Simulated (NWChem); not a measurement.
Molecule: Si₂H₃, doublet; SMILES [SiH][SiH2]

All runs: NWChem. Spin-unrestricted. No stability test was run on the SCF state. Each level has its own optimisation; frequencies are unscaled. Brackets give each atom's bonded neighbours.

For level CAM-B3LYP/def2-SVP:

* **highest harmonic frequency (cm⁻¹)**: 2246
* **lowest (cm⁻¹)**: 358
* **zero-point energy (kcal/mol)**: 14.2

### Question
How do the values read with level PBE-D3(BJ)/def2-SVP instead?

### Answer
| Quantity | Result |
|---|---|
| highest harmonic frequency (cm⁻¹) | 2147 |
| lowest (cm⁻¹) | 235 |
| zero-point energy (kcal/mol) | 13.2 |
